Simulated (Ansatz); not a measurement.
Ansatz (an electronic-structure program) input (wB97X-V/def2-TZVP):

Ansatz 0.2 input:
```yaml
crystal:
  periodic: [false, false, false]
  atoms:
    - {symbol: B, position_ang: [0.75463725, 0.20854978, 0.04226581]}
    - {symbol: N, position_ang: [-0.50761348, -0.14028287, -0.02843047]}
    - {symbol: H, position_ang: [1.87925560, 0.51934666, 0.10525356]}
    - {symbol: H, position_ang: [-1.28046013, 0.52232676, 0.05508646]}
    - {symbol: H, position_ang: [-0.81868737, -1.10244223, -0.17265575]}
basis:
  gaussian:
    orbitals: def2-TZVP
hamiltonian:
  xc: {name: wB97X-V}
total_charge: 1
relax: {f_tol: 0.003, max_steps: 100}
```

Output:

```
Functional definition: wB97X-V
integrals: 0.02 GiB planned
456 factors; their error is unknown
integrals: 0.05 GiB planned
162 factors; integrals over basis functions are off by at most 1.5e-5 eV
mean field: 0.22 GiB planned
mean field evaluation 1: about -2196.8438 eV, gradient 7.7e1 eV
mean field evaluation 2: about -2196.5692 eV, gradient 7.3e1 eV
mean field evaluation 4: about -2207.1731 eV, gradient 1.2e0 eV
mean field evaluation 8: about -2207.1760 eV, gradient 2.2e-1 eV
mean field evaluation 16: about -2207.1760 eV, gradient 1.4e-5 eV
mean field -2207.17604342 eV, -81.1122235179 hartree, gradient 1.4e-5 eV, S^2 0.000000; 0 other end points of the search recorded, 0 dependent functions left out
the calculation of the forces begins
reference -2207.17604202 eV, -81.1122234664 hartree; 7, 7 occupied and 73, 73 virtual orbitals, 456 factors
relax step   1: F+E_penalty+E_count = -2207.17604342 eV  Δ(F+E_penalty+E_count) = +0.000e0 eV  max|allowed force component| = 2.350e-1 eV/Å  Δτ_max = 0.0000 Å  (26 SCF iters, accepted)
these checks for a lower state are left out or cut short: starts, cluster_reference, orbital_swaps, neighbouring_geometries, increment
integrals: 0.02 GiB planned
456 factors; their error is unknown
integrals: 0.05 GiB planned
162 factors; integrals over basis functions are off by at most 1.5e-5 eV
mean field: 0.22 GiB planned
mean field -2207.17676526 eV, -81.1122500452 hartree, gradient 1.3e-5 eV, S^2 0.000000; 0 other end points of the search recorded, 0 dependent functions left out
the calculation of the forces begins
reference -2207.17676386 eV, -81.1122499936 hartree; 7, 7 occupied and 73, 73 virtual orbitals, 456 factors
relax step   2: F+E_penalty+E_count = -2207.17676526 eV  Δ(F+E_penalty+E_count) = -7.218e-4 eV  max|allowed force component| = 7.964e-2 eV/Å  Δτ_max = 0.0044 Å  (32 SCF iters, accepted)
these checks for a lower state are left out or cut short: starts, cluster_reference, orbital_swaps, neighbouring_geometries, increment
integrals: 0.02 GiB planned
456 factors; their error is unknown
integrals: 0.05 GiB planned
162 factors; integrals over basis functions are off by at most 1.5e-5 eV
mean field: 0.22 GiB planned
mean field -2207.17683790 eV, -81.1122527145 hartree, gradient 1.3e-5 eV, S^2 0.000000; 0 other end points of the search recorded, 0 dependent functions left out
the calculation of the forces begins
reference -2207.17683649 eV, -81.1122526628 hartree; 7, 7 occupied and 73, 73 virtual orbitals, 456 factors
relax step   3: F+E_penalty+E_count = -2207.17683790 eV  Δ(F+E_penalty+E_count) = -7.263e-5 eV  max|allowed force component| = 1.434e-2 eV/Å  Δτ_max = 0.0013 Å  (23 SCF iters, accepted)
these checks for a lower state are left out or cut short: starts, cluster_reference, orbital_swaps, neighbouring_geometries, increment
integrals: 0.02 GiB planned
456 factors; their error is unknown
integrals: 0.05 GiB planned
162 factors; integrals over basis functions are off by at most 1.5e-5 eV
mean field: 0.22 GiB planned
mean field evaluation 32: about -2207.1776 eV, gradient 2.2e-1 eV
mean field -2207.17684841 eV, -81.1122531010 hartree, gradient 8.1e-6 eV, S^2 0.000000; 0 other end points of the search recorded, 0 dependent functions left out
the calculation of the forces begins
reference -2207.17684701 eV, -81.1122530494 hartree; 7, 7 occupied and 73, 73 virtual orbitals, 456 factors
relax step   4: F+E_penalty+E_count = -2207.17684841 eV  Δ(F+E_penalty+E_count) = -1.052e-5 eV  max|allowed force component| = 4.904e-3 eV/Å  Δτ_max = 0.0009 Å  (23 SCF iters, accepted)
these checks for a lower state are left out or cut short: starts, cluster_reference, orbital_swaps, neighbouring_geometries, increment
integrals: 0.02 GiB planned
456 factors; their error is unknown
integrals: 0.05 GiB planned
162 factors; integrals over basis functions are off by at most 1.5e-5 eV
mean field: 0.22 GiB planned
mean field -2207.17684876 eV, -81.1122531138 hartree, gradient 2.1e-5 eV, S^2 0.000000; 0 other end points of the search recorded, 0 dependent functions left out
the calculation of the forces begins
reference -2207.17684736 eV, -81.1122530622 hartree; 7, 7 occupied and 73, 73 virtual orbitals, 456 factors
relax step   5: F+E_penalty+E_count = -2207.17684876 eV  Δ(F+E_penalty+E_count) = -3.491e-7 eV  max|allowed force component| = 8.001e-4 eV/Å  Δτ_max = 0.0001 Å  (19 SCF iters, accepted)
integrals: 0.02 GiB planned
456 factors; their error is unknown
integrals: 0.05 GiB planned
162 factors; integrals over basis functions are off by at most 1.5e-5 eV
mean field: 0.22 GiB planned
mean field -2207.17684876 eV, -81.1122531138 hartree, gradient 2.7e-5 eV, S^2 0.000000; 1 other end points of the search recorded, 0 dependent functions left out
the calculation of the forces begins
reference -2207.17684736 eV, -81.1122530622 hartree; 7, 7 occupied and 73, 73 virtual orbitals, 456 factors
Total energy: -2207.17684736 eV, -81.1122530622 hartree
Atom 0 at     0.754492     0.208510     0.042258 Å, force     0.000800     0.000221     0.000045 eV/Å
Atom 1 at    -0.511047    -0.141232    -0.028623 Å, force    -0.000482    -0.000133    -0.000027 eV/Å
Atom 2 at     1.884362     0.520758     0.105540 Å, force    -0.000286    -0.000079    -0.000016 eV/Å
Atom 3 at    -1.281569     0.523328     0.055214 Å, force    -0.000003    -0.000047    -0.000007 eV/Å
Atom 4 at    -0.819107    -1.103866    -0.172868 Å, force    -0.000028     0.000038     0.000005 eV/Å
Dipole moment:     0.108093     0.029872     0.006054 e Å
```

It need not be the lowest isomer of its formula.
